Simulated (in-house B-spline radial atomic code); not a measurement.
## Zr⁷⁺: [Ar] 3d10 4s2 4p3

Level of theory: non-relativistic BLYP, spin-polarised, spherical fractional occupations, point nucleus; calculated with a radial B-spline atomic code at the basis-set limit.

Effective charges: Z_r = [3n² - l(l+1)]/(2<r>) from the radius, Z_e = n√(-2ε) from the energy, and Slater's rules. Values are occupation-weighted means over spin.

| shell | electrons | ε (eV) | <r> (bohr) | Z_r | Z_e | Slater |
| --- | --- | --- | --- | --- | --- | --- |
| 1s | 2 | -17533 | 0.03814 | 39.32 | 35.90 | 39.70 |
| 2s | 2 | -2484.2 | 0.1673 | 35.86 | 27.02 | 35.85 |
| 2p | 6 | -2286.2 | 0.1436 | 34.81 | 25.93 | 35.85 |
| 3s | 2 | -492.65 | 0.4691 | 28.78 | 18.05 | 28.75 |
| 3p | 6 | -418.23 | 0.4656 | 26.85 | 16.63 | 28.75 |
| 3d | 10 | -282.55 | 0.4481 | 23.43 | 13.67 | 18.85 |
| 4s | 2 | -145.2 | 1.151 | 20.86 | 13.07 | 13.30 |
| 4p | 3 | -125.16 | 1.223 | 18.81 | 12.13 | 13.30 |

The least bound orbital is 4p up at -125.2 eV, and it is also the most diffuse (<r> = 1.223 bohr).
